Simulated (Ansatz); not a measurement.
Compare A (`C[Si](O)(F)F`) with its isomer B (`FCO[SiH2]F`).

Gas-phase electronic energies from Ansatz, PBE0-D4/def2-TZVP geometries. CCSD(T)/CBS adds triple-zeta CCSD(T) − MP2 to the extrapolated MP2 energy (def2 sets, frozen cores). Functionals use def2-TZVPP. Each species was taken in one conformer, which may not be the lowest.

A:

```xyz
9

C    -0.538    0.724   -0.876
Si    0.477   -0.233    0.309
O    -0.483   -1.136    1.253
F     1.522   -1.161   -0.448
F     1.372    0.728    1.206
H    -1.122    0.053   -1.509
H    -1.229    1.382   -0.345
H     0.098    1.338   -1.518
H    -0.096   -1.695    1.928
```

B:

Z-matrix (Å, degrees):
```
C
O 1 1.376
F 1 1.375 2 110.5
H 1 1.095 2 111.4 3 119.0
H 1 1.092 2 108.4 3 -118.0
Si 2 1.639 1 127.4 3 -54.4
F 6 1.596 2 109.3 1 -54.9
H 6 1.476 2 112.3 1 63.8
H 6 1.474 2 105.3 1 -171.9
```

Question: Which isomer does CCSD(T)/CBS put lower? Give the gap. (An estimate is asked.)

Answer: Ansatz gave: A, by 331.1 kJ/mol.

Question: Give E(B) − E(A) in kJ/mol with r2SCAN-D4, HF/def2-TZVPP, BLYP-D4, LDA (SPW92), CCSD/def2-TZVPP, PBE-D4, ωB97M-V. (Estimate.)

Answer: Ansatz gave: r2SCAN-D4 327.1, HF/def2-TZVPP 310.1, BLYP-D4 307.5, LDA (SPW92) 315.2, CCSD/def2-TZVPP 324.2, PBE-D4 310.7, ωB97M-V 323.7. None reverses the order clearly.

Question: Does the order hold for the free energy at 298.15 K (harmonic terms from PBE0-D4)? (Estimate.)

Answer: Computed: Yes: G(B) − G(A) = +325.1 kJ/mol, for one conformer each. Modes under 60 cm⁻¹, often nearly free rotors, make the harmonic entropy too high.

Largest T1 diagnostic: 0.012.

From BLYP to BHLYP (50 % exact exchange), in def2-TZVPP and without D4, E(B) − E(A) moves by +14.5 kJ/mol. At CCSD(T), def2-SVP lies −51.3 kJ/mol from the extrapolated value and def2-TZVPP −7.6 kJ/mol.
